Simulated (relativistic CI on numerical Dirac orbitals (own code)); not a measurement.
## What each ingredient does to the levels of Cs XXXVIII

Base calculation: Dirac-Coulomb-Breit CI, orbitals from a KLI potential per configuration, model QED, unscaled Slater integrals.

Configurations in the expansion (outside the closed core [Ne]): 3s2 3p6, 3s2 3p5 3d, 3s 3p6 3d, 3s2 3p5 4s, 3s2 3p5 4p, 3s2 3p5 4d, 3p6 3d 4p, 3s 3p6 4s, 3p6 3d2, 3p5 3d3, 3p5 3d2 4s, 3p5 3d2 4p, 3p5 3d2 4d, 3p6 3d 4s, 3p5 3d 4s2, 3p5 3d 4s 4p, 3p5 3d 4s 4d. Double excitations out of closed p, d and f shells are left out; levels of such configurations are missing from the list, as are those of other unlisted configurations, and high levels can miss mixing partners.

Variants: (1) QED terms removed; (2) Breit term removed. Shifts of the energy above 3s2 3p6 1S_0, in eV, for the lowest level and the first level of each name with at least 55 % of one term (blank where a level changes its place among those of its configuration and J or its character, or is not in the variant):

| Level | Base | Δ(1) | Δ(2) |
| --- | --- | --- | --- |
| 3s2 3p6 1S_0 | 0.00 | 0.00 | 0.00 |
| 3s2 3p5 3d 3P°_0 | 160.40 | +0.20 | +0.51 |
| 3s2 3p5 3d 3P°_1 | 166.27 | +0.19 | +0.76 |
| 3s2 3p5 3d 3F°_3 | 171.62 | +0.20 | +0.89 |
| 3s2 3p5 3d 3F°_4 | 185.37 | +0.15 | +1.58 |
| 3s2 3p5 3d 3D°_3 | 197.15 | +0.15 | +1.38 |
| 3s2 3p5 3d 3F°_2 | 252.99 | +0.06 | +1.96 |
| 3s2 3p5 3d 1P°_1 | 285.42 | +0.08 | +1.75 |
| 3s 3p6 3d 3D_1 | 393.71 | +1.56 | +0.55 |
| 3s 3p6 3d 3D_2 | 397.23 | +1.55 | +0.71 |
| 3s 3p6 3d 3D_3 | 412.44 | +1.50 | +1.32 |
| 3s 3p6 3d 1D_2 | 423.14 | +1.51 | +1.19 |
| 3p6 3d2 3F_2 | 798.40 | +3.11 | +1.21 |
| 3p6 3d2 3P_0 | 813.56 | +3.10 | +0.99 |
| 3p6 3d2 3F_3 | 814.82 | +3.06 | +1.88 |
| 3p6 3d2 3F_4 | 823.28 | +3.05 | +2.25 |
| 3p6 3d2 3P_1 | 825.70 | +3.06 | +1.53 |
| 3p6 3d2 1G_4 | 838.65 | +3.01 | +2.53 |
| 3p6 3d2 1S_0 | 862.33 | +3.01 | +1.85 |
| 3p5 3d3 5D°_0 | 961.39 | +3.28 | +1.66 |
| 3p5 3d3 3P°_0 | 982.62 | +3.26 | +2.00 |
| 3p5 3d3 3P°_1 | 1000.31 | +3.21 | +2.74 |

At this charge energies of transitions that change n are usually good to better than 1 %, and those within a shell (Δn = 0) to a few per cent.

Ionisation energy from the two ground configurations alone: base 2683.62 eV; Breit term removed 2685.71 eV. The NIST ASD value (theoretical) is 2683 eV.

LS names give the leading component of a level, which can be under half, so a name can repeat, a term be missing and a line seem to break the LS rules.
